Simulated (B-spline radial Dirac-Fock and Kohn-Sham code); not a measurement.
## Br²⁺: non-radiative channels of the 1s vacancy

System: bromine as Br²⁺, configuration [Ar] 3d10 4s2 4p3, inside a Watson sphere of charge -2 and radius 2.4 Å (a model of the Madelung potential; inside it an electron's potential energy is raised by 12.0 eV).

Method: one-electron (LDA, Dirac) transition rates at Dirac-Fock energies. Computed with a radial B-spline solver. Kinetic energies are configuration averages from the vacuum level; the two-hole energies are estimated from single-hole states.

```
transition  kinetic energy (eV)  width (meV)  share (%)
    K-L1L1               9793.9         56.8        6.2
    K-L1L2                    –         68.4        7.5
    K-L1L3              10039.0          116       12.6
    K-L2L2                    –         12.1        1.3
    K-L2L3                    –          285       31.1
    K-L3L3              10258.9          154       16.8
    K-L1M1              11370.3         16.6        1.8
    K-L1M2                    –         10.1        1.1
    K-L1M3              11443.4         17.0        1.9
    K-L2M1                    –         8.49        0.9
    K-L3M1              11606.2         14.4        1.6
    K-L2M2                    –         3.37        0.4
    K-L2M3                    –         35.9        3.9
    K-L3M2                    –         35.6        3.9
    K-L3M3              11681.1         39.3        4.3
    K-L2M5                    –         3.65        0.4
    K-L3M4              11797.4         4.73        0.5
    K-L3M5              11799.4         4.48        0.5
    K-M2M3                    –         4.53        0.5
```

A dash stands for an energy that rests on an unreliable hole state.

For K holes below about Z = 40 intermediate coupling redistributes the KLL shares among these jj groups. The listed channels hold 97 % of the non-radiative rate. Summed by principal shells, of 0.917 eV in all: KLL 75.5 %, KLM 21.4 %, KMM 1.5 %, KLN 1.5 %, KMN 0.2 %.
